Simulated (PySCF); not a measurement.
Identify the unknown among the candidates.

All candidates are C4H7NSi.

* Polarisability: 77.2 au [PBE0/def2-SVPD]
* 13C NMR: chemical shifts (computed TMS as zero) by class: 146.0 (1 C), 139.7 (1 C), 123.5 (1 C), 27.2 (1 C) ppm [GIAO PBE0/pcSseg-1]
* 1H NMR: chemical shifts (computed TMS as zero) by class: 6.26 (1 H), 5.85 (1 H), 4.60 (2 H), 2.24 (3 H) ppm [GIAO PBE0/pcSseg-1]
* Triplet: lowest triplet excitation (Tamm–Dancoff): 4.22 eV [TDA PBE0/def2-SVPD]
* Rotational structure: rotational constants A, B, C: 4.789, 1.792, 1.501 GHz [GFN2-xTB]
* NMR, other nuclei: isotropic shieldings of nuclei other than C and H, by class: -98 (1 N), 419 (1 Si) ppm [GIAO PBE0/pcSseg-1]

Electronic properties: PySCF, gas phase, density fitting. Levels stand in brackets. One conformer (not necessarily the lowest) at the GFN2-xTB geometry, without solvent, vibrations or thermal averaging. Each NMR value is the plain mean over a class of atoms that symmetry, rotation or inversion makes alike.

**Question.** Which candidate is it?
A. `C=C(C)[SiH2]C#N`
B. `C#C/C=N/C[SiH3]`
C. `C=N[SiH2]C1C=C1`
D. `[SiH3]/N=C/C1=CC1`
E. `[SiH3]/N=C\C1=CC1`

**Answer.** A. It is `C=C(C)[SiH2]C#N`. Numbering: `[CH2:1]=[C:2]([CH3:3])[SiH2:4][C:5]#[N:6]`. Its formula, C4H7NSi, gives 3 degrees of unsaturation: 0 rings and 3 π bonds in the structure found. 4 carbons fall into 4 classes; from least to most shielded: fully substituted alkene carbon [C2] (146.0 ppm), terminal =CH2 carbon [C1] (139.7 ppm), cyano carbon [C5] (123.5 ppm), allylic carbon [C3] (27.2 ppm). Hydrogen classes from least to most shielded: 1 H on a terminal =CH2 carbon, C1 (6.26 ppm), 1 H on a terminal =CH2 carbon, C1 (5.85 ppm), 2 H on an SiH2 silicon, Si4 (4.60 ppm), 3 H on an allylic carbon, C3 (2.24 ppm). The other shieldings belong to: -98 ppm, cyano nitrogen [N6]; 419 ppm, SiH2 silicon [Si4]. The optimised geometry has point group C1 and is an asymmetric top.

The others, at the same levels:
- `[SiH3]/N=C/C1=CC1` fails: its computed 13C shifts are 163.4 (1 C), 128.5 (1 C), 127.4 (1 C), 9.8 (1 C) ppm, 1H shifts are 9.51 (1 H), 7.56 (1 H), 5.16 (3 H), 1.30 (2 H) ppm and lowest triplet excitation (Tamm–Dancoff) is 2.83 eV (against 4.22 eV).
- `C=N[SiH2]C1C=C1` fails: it has 3 carbon classes against 4; its computed 13C shifts are 170.2 (1 C), 120.3 (2 C), 6.3 (1 C) ppm, 1H shifts are 8.78 (1 H), 8.67 (1 H), 7.47 (2 H), 4.81 (2 H), 0.65 (1 H) ppm and lowest triplet excitation (Tamm–Dancoff) is 3.36 eV (against 4.22 eV).
- `C#C/C=N/C[SiH3]` fails: its computed 13C shifts are 144.0 (1 C), 87.6 (1 C), 86.4 (1 C), 52.0 (1 C) ppm, 1H shifts are 7.63 (1 H), 3.93 (2 H), 3.89 (3 H), 2.63 (1 H) ppm and lowest triplet excitation (Tamm–Dancoff) is 3.44 eV (against 4.22 eV).
- `[SiH3]/N=C\C1=CC1` fails: its computed 13C shifts are 163.5 (1 C), 120.0 (1 C), 119.8 (1 C), 11.5 (1 C) ppm, 1H shifts are 9.56 (1 H), 7.17 (1 H), 5.37 (3 H), 1.32 (2 H) ppm and lowest triplet excitation (Tamm–Dancoff) is 2.76 eV (against 4.22 eV).

Each candidate is one conformer, not necessarily the lowest. Dipoles, sizes and rotational constants follow the conformer. The torsions of the flexible species, by atom-mapped SMILES:
- `[CH2:1]=[C:2]([CH3:3])[SiH2:4][C:5]#[N:6]`: C1–C2–Si4–C5 128°
- `[SiH3:1]/[N:2]=[CH:3]/[C:4]1=[CH:5][CH2:6]1`: N2–C3–C4–C5 -176°
- `[CH2:1]=[N:2][SiH2:3][CH:4]1[CH:5]=[CH:6]1`: C1–N2–Si3–C4 -116°, N2–Si3–C4–C5 -163°
- `[CH:1]#[C:2]/[CH:3]=[N:4]/[CH2:5][SiH3:6]`: C3–N4–C5–Si6 106°
- `[SiH3:1]/[N:2]=[CH:3]\[C:4]1=[CH:5][CH2:6]1`: N2–C3–C4–C5 175°
